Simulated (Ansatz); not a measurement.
Which is lower?

The two ends of one reaction step of GeH$_{7}$OF, closed shell (PBE0-D4/def2-TZVP).

A:

| atom | x (Å) | y (Å) | z (Å) |
| --- | --- | --- | --- |
| Ge1 | -0.7181 | -1.3517 | -0.2498 |
| H2 | 0.6817 | -0.9804 | -0.7966 |
| H3 | -0.8461 | -2.8750 | -0.4163 |
| H4 | -0.7962 | -0.9922 | 1.2353 |
| H5 | -1.7832 | -0.6346 | -1.0757 |
| H6 | 0.5960 | 1.9332 | 0.2818 |
| O7 | -0.3254 | 1.8073 | 0.0303 |
| H8 | 1.7474 | 0.0693 | -0.0266 |
| F9 | 2.2838 | 0.7415 | 0.3317 |
| H10 | -0.8399 | 2.2825 | 0.6857 |

B:

```xyz
10
angstrom
Ge -1.2763 -0.5811 -0.1566
H 2.2041 -1.3672 0.4907
H -0.5976 -0.9720 -1.4665
H -0.9071 -1.5072 1.0109
H -2.8006 -0.4493 -0.2930
H 0.8560 1.4666 -0.3534
O -0.6173 1.0642 0.1845
H 2.2497 -0.6760 0.2079
F 1.7350 1.6137 -0.6752
H -0.8459 1.4083 1.0505
```

Computed with Ansatz 0.2.0 (basis: def2-TZVPP); correlated methods freeze the cores. Filled d shells of the heavier atoms are correlated. The def2 sets are not built for correlating such inner shells, so the correlated values are less sure here. B3LYP uses VWN-RPA correlation.

(1) Which structure is lower at CCSD(T), and by how much? (To be estimated.)

The T1 diagnostic stays at or below 0.011.

Results:

(1) Computed: B, by 14.9 kJ/mol (electronic energy, against the other). By their contacts, A is a complex of GeH₄ + H₂O + HF and B is a complex of GeH₄O ([OH][GeH3]) + HF + H₂.

All methods give the same order:

| method | E(B) − E(A) (kJ/mol) |
| --- | --- |
| SPW92 | -6.5 |
| PBE-D4 | -11.7 |
| BLYP-D4 | -18.7 |
| r2SCAN-D4 | -15.5 |
| B97M-V | -6.5 |
| PBE0-D4 | -9.9 |
| B3LYP-D4 | -16.2 |
| r2SCAN0-D4 | -12.9 |
| BHLYP-D4 | -15.1 |
| CAM-B3LYP-D4 | -16.4 |
| wB97X-V | -16.2 |
| wB97M-V | -13.0 |
| B2PLYP | -18.1 |
| PBE-QIDH | -14.2 |
| RPA on PBE | -16.7 |
| HF | -14.7 |
| MP2 | -21.3 |
| CCSD | -12.9 |
| CCSD(T) | -14.9 |

Labels in which every atom is bracketed show which atoms are joined, not bond orders.

For scale, one of the runs: CCSD(T)/def2-TZVPP, 208 basis functions, launched by `ansatz run in.yaml --threads 4 --pin off --events-out ev --progress --plain --max-ram 9574MiB`. The run took 85 s on 4 CPU threads of an Arm Neoverse V2 (shared host), with 3 GiB of host memory at its peak.
